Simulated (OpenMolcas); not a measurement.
**Computed transition rates of N2+**

```
Program             : OpenMolcas
Method              : MS-CASPT2, IPEA 0.25 Eh, imaginary shift 0.1 Eh (closed shells correlated: 1s)
Basis               : ANO-RCC-VQZP [5s4p3d2f1g]
Scalar Hamiltonian  : DKH2, point nucleus
Active space        : 3 electrons in 8 orbitals (2s 2p 3s 3p)
State averaging     : 2S+1 = 4 odd, 1 root; 2S+1 = 2 odd, 11 roots; 2S+1 = 4 even, 3 roots; 2S+1 = 2 even, 9 roots
Spin-orbit coupling : state interaction with AMFI integrals over the reference wave functions, term energies averaged over their components
```

Rates come from the transition moments of the reference wave functions (E1 and E2 in the length form). At fixed line strength A goes as λ^-3 for E1 and M1 and as λ^-5 for E2, so a rate at the computed wavelength can be rescaled to the measured one. Measured vacuum wavelengths follow from level energies in Moore, Selected Tables of Atomic Spectra, NSRDS-NBS 3, section 5. Branching counts decays inside the model space alone, at computed energies, and the table is only a selection of the E1 lines, drawn from those between levels with measured partners whose computed energy lies within a factor of 1.5 of the measured one.

```json
{"Upper": "2s 2p² ⁴P_3/2", "Lower": "2s² 2p ²P°_3/2", "Type": "E1", "λ computed (nm)": "178.4", "λ measured (nm)": "175.2", "A computed (s-1)": "8.73e+01", "A rescaled (s-1)": "", "Branching %": "85.2"}
{"Upper": "2s 2p² ⁴P_5/2", "Lower": "2s² 2p ²P°_3/2", "Type": "E1", "λ computed (nm)": "178.1", "λ measured (nm)": "175", "A computed (s-1)": "3.28e+02", "A rescaled (s-1)": "", "Branching %": "100.0"}
{"Upper": "2s 2p² ⁴P_3/2", "Lower": "2s² 2p ²P°_1/2", "Type": "E1", "λ computed (nm)": "177.9", "λ measured (nm)": "174.7", "A computed (s-1)": "1.52e+01", "A rescaled (s-1)": "", "Branching %": "14.8"}
{"Upper": "2p³ ²D°_5/2", "Lower": "2s 2p² ²P_3/2", "Type": "E1", "λ computed (nm)": "174.3", "λ measured (nm)": "175.2", "A computed (s-1)": "2.64e+08", "A rescaled (s-1)": "2.60e+08", "Branching %": "15.2"}
{"Upper": "2p³ ²D°_3/2", "Lower": "2s 2p² ²P_1/2", "Type": "E1", "λ computed (nm)": "174", "λ measured (nm)": "174.8", "A computed (s-1)": "2.22e+08", "A rescaled (s-1)": "2.19e+08", "Branching %": "12.8"}
{"Upper": "2p³ ²P°_1/2", "Lower": "2s 2p² ²P_3/2", "Type": "E1", "λ computed (nm)": "119", "λ measured (nm)": "118.5", "A computed (s-1)": "4.58e+08", "A rescaled (s-1)": "4.64e+08", "Branching %": "9.8"}
{"Upper": "2p³ ²P°_3/2", "Lower": "2s 2p² ²P_3/2", "Type": "E1", "λ computed (nm)": "119", "λ measured (nm)": "118.5", "A computed (s-1)": "1.16e+09", "A rescaled (s-1)": "1.17e+09", "Branching %": "24.8"}
{"Upper": "2p³ ²P°_1/2", "Lower": "2s 2p² ²P_1/2", "Type": "E1", "λ computed (nm)": "118.8", "λ measured (nm)": "118.3", "A computed (s-1)": "9.29e+08", "A rescaled (s-1)": "9.41e+08", "Branching %": "19.9"}
{"Upper": "2p³ ²P°_3/2", "Lower": "2s 2p² ²S_1/2", "Type": "E1", "λ computed (nm)": "100.1", "λ measured (nm)": "100.6", "A computed (s-1)": "3.70e+08", "A rescaled (s-1)": "3.65e+08", "Branching %": "7.9"}
{"Upper": "2s 2p² ²D_3/2", "Lower": "2s² 2p ²P°_3/2", "Type": "E1", "λ computed (nm)": "99.56", "λ measured (nm)": "99.15", "A computed (s-1)": "1.13e+08", "A rescaled (s-1)": "1.14e+08", "Branching %": "16.4"}
{"Upper": "2s 2p² ²D_5/2", "Lower": "2s² 2p ²P°_3/2", "Type": "E1", "λ computed (nm)": "99.55", "λ measured (nm)": "99.16", "A computed (s-1)": "6.83e+08", "A rescaled (s-1)": "6.91e+08", "Branching %": "100.0"}
{"Upper": "2s 2p² ²D_3/2", "Lower": "2s² 2p ²P°_1/2", "Type": "E1", "λ computed (nm)": "99.39", "λ measured (nm)": "98.98", "A computed (s-1)": "5.74e+08", "A rescaled (s-1)": "5.81e+08", "Branching %": "83.6"}
{"Upper": "2p³ ²D°_3/2", "Lower": "2s 2p² ²D_5/2", "Type": "E1", "λ computed (nm)": "96.75", "λ measured (nm)": "97.98", "A computed (s-1)": "1.51e+08", "A rescaled (s-1)": "1.45e+08", "Branching %": "8.7"}
{"Upper": "2p³ ²D°_5/2", "Lower": "2s 2p² ²D_5/2", "Type": "E1", "λ computed (nm)": "96.75", "λ measured (nm)": "97.99", "A computed (s-1)": "1.37e+09", "A rescaled (s-1)": "1.32e+09", "Branching %": "79.1"}
{"Upper": "2p³ ²D°_3/2", "Lower": "2s 2p² ²D_3/2", "Type": "E1", "λ computed (nm)": "96.75", "λ measured (nm)": "97.98", "A computed (s-1)": "1.32e+09", "A rescaled (s-1)": "1.27e+09", "Branching %": "76.0"}
{"Upper": "2p³ ⁴S°_3/2", "Lower": "2s 2p² ⁴P_5/2", "Type": "E1", "λ computed (nm)": "77.17", "λ measured (nm)": "77.24", "A computed (s-1)": "2.82e+09", "A rescaled (s-1)": "2.81e+09", "Branching %": "49.9"}
{"Upper": "2p³ ⁴S°_3/2", "Lower": "2s 2p² ⁴P_3/2", "Type": "E1", "λ computed (nm)": "77.12", "λ measured (nm)": "77.19", "A computed (s-1)": "1.88e+09", "A rescaled (s-1)": "1.87e+09", "Branching %": "33.4"}
{"Upper": "2p³ ²P°_1/2", "Lower": "2s 2p² ²D_3/2", "Type": "E1", "λ computed (nm)": "76.9", "λ measured (nm)": "77.3", "A computed (s-1)": "2.93e+09", "A rescaled (s-1)": "2.88e+09", "Branching %": "62.7"}
{"Upper": "2p³ ²P°_3/2", "Lower": "2s 2p² ²D_5/2", "Type": "E1", "λ computed (nm)": "76.9", "λ measured (nm)": "77.29", "A computed (s-1)": "2.62e+09", "A rescaled (s-1)": "2.58e+09", "Branching %": "56.1"}
{"Upper": "2s 2p² ²S_1/2", "Lower": "2s² 2p ²P°_3/2", "Type": "E1", "λ computed (nm)": "76.56", "λ measured (nm)": "76.44", "A computed (s-1)": "2.35e+09", "A rescaled (s-1)": "2.36e+09", "Branching %": "66.0"}
{"Upper": "2s 2p² ²S_1/2", "Lower": "2s² 2p ²P°_1/2", "Type": "E1", "λ computed (nm)": "76.46", "λ measured (nm)": "76.33", "A computed (s-1)": "1.21e+09", "A rescaled (s-1)": "1.22e+09", "Branching %": "34.0"}
{"Upper": "2s 2p² ²P_1/2", "Lower": "2s² 2p ²P°_3/2", "Type": "E1", "λ computed (nm)": "68.34", "λ measured (nm)": "68.63", "A computed (s-1)": "1.98e+09", "A rescaled (s-1)": "1.96e+09", "Branching %": "33.8"}
{"Upper": "2s 2p² ²P_3/2", "Lower": "2s² 2p ²P°_3/2", "Type": "E1", "λ computed (nm)": "68.28", "λ measured (nm)": "68.58", "A computed (s-1)": "4.90e+09", "A rescaled (s-1)": "4.84e+09", "Branching %": "83.4"}
{"Upper": "2s 2p² ²P_1/2", "Lower": "2s² 2p ²P°_1/2", "Type": "E1", "λ computed (nm)": "68.26", "λ measured (nm)": "68.55", "A computed (s-1)": "3.89e+09", "A rescaled (s-1)": "3.84e+09", "Branching %": "66.2"}
{"Upper": "2s 2p² ²P_3/2", "Lower": "2s² 2p ²P°_1/2", "Type": "E1", "λ computed (nm)": "68.2", "λ measured (nm)": "68.5", "A computed (s-1)": "9.78e+08", "A rescaled (s-1)": "9.65e+08", "Branching %": "16.6"}
```

Spin-changing lines and M1 lines between different terms are not rescaled, since their strength hangs on the term gaps too.

The largest correction is for 2p³ ²D°_5/2 → 2s 2p² ²D_5/2 (E1): 1.37e+09 × (96.75 / 97.99)^3 = 1.32e+09 s-1, a factor of 0.96.

The computed rate and branching of 2s 2p² ²D_5/2 → 2s² 2p ²P°_3/2 give the upper level a radiative lifetime of 1.000 / 6.83e+08 s-1 = 1.46e-09 s, counting decays inside the model space alone. The rescaled rate gives about 1.4e-09 s.

The computed order of these levels differs from the measured one in 2 places, and where term gaps are wrong the rates of spin-changing lines can be off by large factors.

No measured rate stands beside these. Rescaling mends the energy factor alone: line strengths can still be far off where a level mixes with configurations outside the active space, and weak or spin-changing lines hang on small mixing coefficients that depend on the term gaps too, so rescaling need not improve them.

CASPT2 breaks the degeneracy within a term, and the mean is taken; among the terms shown or strongly mixed into the levels shown the widest spread is 370 cm-1 (2p³ ²D°). Active for correlation alone: 3p 3s; no level in the range computed is led by a configuration that fills them, so any true level of that kind is missing. Measured partners are found by configuration, term and J. A level has none where our copy of the source lacks it or the pairing is in doubt (some pairs that miss far off the trend of their configuration count as doubtful). Levels of configurations outside the active space are missing.

° marks odd parity.
